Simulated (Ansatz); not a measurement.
Geometry optimisation, Ansatz, RKS revPBE-D4/def2-SVP.

The input (input.yaml):

```yaml
crystal:
  periodic: [false, false, false]
  atoms:
    - { symbol: O, position_ang: [-0.21274, 1.64944, -0.29876] }
    - { symbol: Se, position_ang: [0.31233, 0.07615, -1.0744] }
    - { symbol: B, position_ang: [0.04219, -0.97401, 0.46614] }
    - { symbol: Cl, position_ang: [0.36852, -2.64532, 0.41697] }
    - { symbol: H, position_ang: [-0.1627, 2.3547, -0.95005] }
    - { symbol: H, position_ang: [-0.34761, -0.46096, 1.44011] }
basis:
  gaussian: { orbitals: def2-SVP }
hamiltonian:
  xc: revpbe
  dispersion: d4
relax:
  f_tol: 0.02
  max_steps: 50
```

Command:

```bash
$ ansatz run input.yaml --threads 2 --pin off --max-ram 3072MiB --backend cpu --events-out ev --progress --plain --runs-dir out
```

**Question.** Where does it end, and by what steps?

**Answer.** The forces met the threshold. After 18 steps the energy has fallen by 0.199 eV; H5 moved furthest, 0.69 Å.

| step | energy less start (eV) | largest force component (eV/Å) | accepted |
| --- | --- | --- | --- |
| 0 | 0.0000 | 1.685 | yes |
| 1 | -0.0927 | 0.791 | yes |
| 2 | -0.1150 | 0.268 | yes |
| 3 | -0.1179 | 0.068 | yes |
| 4 | -0.1193 | 0.029 | yes |
| 5 | -0.1207 | 0.101 | yes |
| 6 | -0.0224 | 2.220 | no |
| 7 | -0.1295 | 0.334 | yes |
| 8 | -0.1434 | 0.303 | yes |
| 9 | -0.1692 | 0.202 | yes |
| 10 | -0.1703 | 0.211 | yes |
| 11 | 0.0070 | 3.106 | no |
| 12 | -0.1821 | 0.148 | yes |
| 13 | -0.1901 | 0.126 | yes |
| 14 | -0.1961 | 0.207 | yes |
| 15 | -0.1856 | 0.463 | no |
| 16 | -0.1983 | 0.069 | yes |
| 17 | -0.1985 | 0.081 | yes |
| 18 | -0.1986 | 0.008 | yes |

```xyz
6
Properties=species:S:1:pos:R:3
O 0.249 1.829 -0.441
Se 0.617 0.127 -1.081
B 0.036 -0.909 0.435
Cl 0.240 -2.664 0.377
H -0.686 1.982 -0.688
H -0.456 -0.365 1.397
```

Whether the end is a true minimum wasn't checked by a vibrational analysis.

Run time: 21 s on 2 threads of Intel(R) Xeon(R) Platinum 8488C (Sapphire Rapids), on a shared host, peak memory 0.16 GiB.
